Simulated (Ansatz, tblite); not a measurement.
Isomers of Pd₂Au₄ (singlet), found by a short tight-binding search and relaxed with B3LYP-D4/def2-SVP in Ansatz.

In the def2 sets Au, Pd take a core potential; there is no spin–orbit coupling. The xTB rows come from tblite. Correlated methods freeze no core orbitals; core or outer-core shells of Pd, Au are correlated, in sets that lack core-valence functions.

Run but left out: HF/def2-TZVP, MP2/def2-TZVP (A: restricted singlet, unstable towards broken spin symmetry); BHLYP-D4/def2-TZVP (A: restricted singlet, unstable in another Hartree–Fock run and untested here).

A further structure is left out (at the level of its geometry, restricted singlet, unstable towards broken spin symmetry at other levels and untested here); at PBE0-D4/def2-TZVP its energy lies 0.42 eV above the lowest shown. A further structure is left out (at the level of its geometry, restricted singlet, unstable towards broken spin symmetry at other levels and untested here); at PBE0-D4/def2-TZVP its energy lies 0.75 eV above the lowest shown.

A: The restricted singlet is unstable towards broken spin symmetry in Hartree–Fock (as tested in another run); at PBE-D4/def2-SVP, PBE-D4/def2-TZVP, revPBE-D4/def2-TZVP, r2SCAN-D4/def2-TZVP and others this wasn't settled. B: The restricted singlet is unstable towards broken spin symmetry in Hartree–Fock (as tested in another run); at PBE-D4/def2-SVP, PBE-D4/def2-TZVP, revPBE-D4/def2-TZVP, r2SCAN-D4/def2-TZVP and others this wasn't settled.

Other spin states weren't relaxed.

A:

Cartesian coordinates in Å:
```
Pd 0.6286 0.2367 -2.2064
Pd 0.2784 1.1147 0.2645
Au -0.5695 -1.4457 -0.3052
Au 0.6411 -0.8839 2.0788
Au 0.8015 1.7552 2.8053
Au -1.7801 -0.7771 -2.6370
```

B:

```xyz
6

Pd   -0.498   -1.651    0.594
Pd    0.382    0.941    0.719
Au   -1.821    2.388    0.139
Au   -1.474    0.133   -1.299
Au    2.210   -0.985    1.221
Au    1.200   -0.825   -1.373
```

Q: Estimate which lies lowest at each level, and how far above it the others are (kcal/mol).

A: 
```json
{"level": "GFN1-xTB", "A": "7.2", "B": "0.0"}
{"level": "GFN2-xTB", "A": "15.7", "B": "0.0"}
{"level": "PBE-D4/def2-SVP", "A": "9.6", "B": "0.0"}
{"level": "PBE-D4/def2-TZVP", "A": "10.0", "B": "0.0"}
{"level": "revPBE-D4/def2-TZVP", "A": "9.8", "B": "0.0"}
{"level": "r2SCAN-D4/def2-TZVP", "A": "9.9", "B": "0.0"}
{"level": "PBE0-D4/def2-SVP", "A": "10.0", "B": "0.0"}
{"level": "PBE0-D4/def2-TZVP", "A": "10.3", "B": "0.0"}
{"level": "ωB97X-V/def2-TZVP", "A": "11.7", "B": "0.0"}
{"level": "RPA@PBE/def2-TZVP", "A": "9.6", "B": "0.0"}
```
Point groups (tolerance 0.1 Å): A not assigned, B not assigned. Lower isomers may exist.
